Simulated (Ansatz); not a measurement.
C6H14AlO2 (SMILES CC(C)[O][Al+][O]C(C)C), charge +1, singlet, at a GFN2-xTB geometry (such geometries of metal compounds can be far from the true shape); REVPBE/STO-3G (Ansatz, a first-principles code).

Here is a job for Ansatz.
Ansatz 0.2 input:
```yaml
crystal:
  periodic: [false, false, false]
  atoms:
    - {symbol: Al, position_ang: [0.03802269, 0.55687687, 0.13647508]}
    - {symbol: O, position_ang: [-0.11812990, 0.29306210, 1.73920893]}
    - {symbol: C, position_ang: [-1.02107405, -0.48788119, 2.52669907]}
    - {symbol: C, position_ang: [-0.86168865, -1.95091007, 2.16960199]}
    - {symbol: C, position_ang: [-2.43139046, 0.01880675, 2.30475659]}
    - {symbol: H, position_ang: [-0.69928047, -0.30412560, 3.55921822]}
    - {symbol: H, position_ang: [-1.08283585, -2.07012341, 1.10157217]}
    - {symbol: H, position_ang: [-1.54682782, -2.57229217, 2.73983995]}
    - {symbol: H, position_ang: [0.15630544, -2.28416372, 2.35669519]}
    - {symbol: H, position_ang: [-2.51932207, 1.05857236, 2.61241351]}
    - {symbol: H, position_ang: [-2.65250310, -0.04771045, 1.23016660]}
    - {symbol: H, position_ang: [-3.15828903, -0.57730232, 2.85006801]}
    - {symbol: O, position_ang: [0.20934911, 1.04292611, -1.41179525]}
    - {symbol: C, position_ang: [1.02897787, 0.60363973, -2.49832986]}
    - {symbol: C, position_ang: [0.67212191, -0.82546728, -2.85001511]}
    - {symbol: C, position_ang: [2.48495359, 0.76567404, -2.11250210]}
    - {symbol: H, position_ang: [0.76602410, 1.28164678, -3.31965488]}
    - {symbol: H, position_ang: [0.84247241, -1.45021770, -1.96431019]}
    - {symbol: H, position_ang: [1.28948902, -1.19666849, -3.66350773]}
    - {symbol: H, position_ang: [-0.37381853, -0.90151325, -3.13741630]}
    - {symbol: H, position_ang: [2.71514149, 1.80938106, -1.90955763]}
    - {symbol: H, position_ang: [2.66182224, 0.18419763, -1.19671738]}
    - {symbol: H, position_ang: [3.14617235, 0.39984245, -2.89355851]}
basis:
  gaussian:
    orbitals: STO-3G
hamiltonian:
  xc: revpbe
total_charge: 1
accuracy: high
```

Output, abridged:

```
Functional definition: revPBE
1455 factors; integrals over basis functions are off by at most 2.4e-8 eV
mean field evaluation 1: about -16915.4740 eV, gradient 4.1e1 eV
mean field evaluation 2: about -16867.1433 eV, gradient 1.3e2 eV
mean field evaluation 4: about -16921.7531 eV, gradient 4.9e0 eV
mean field evaluation 8: about -16921.5718 eV, gradient 1.6e-1 eV
mean field evaluation 16: about -16921.5719 eV, gradient 6.6e-6 eV
mean field -16921.57188205 eV, -621.8562968121 hartree, gradient 6.5e-8 eV, S^2 0.000000; 0 other end points of the search recorded, 0 dependent functions left out
reference -16921.57188705 eV, -621.8562969956 hartree; 39, 39 occupied and 24, 24 virtual orbitals, 1455 factors
Total energy: -16921.57188705 eV, -621.8562969956 hartree
```
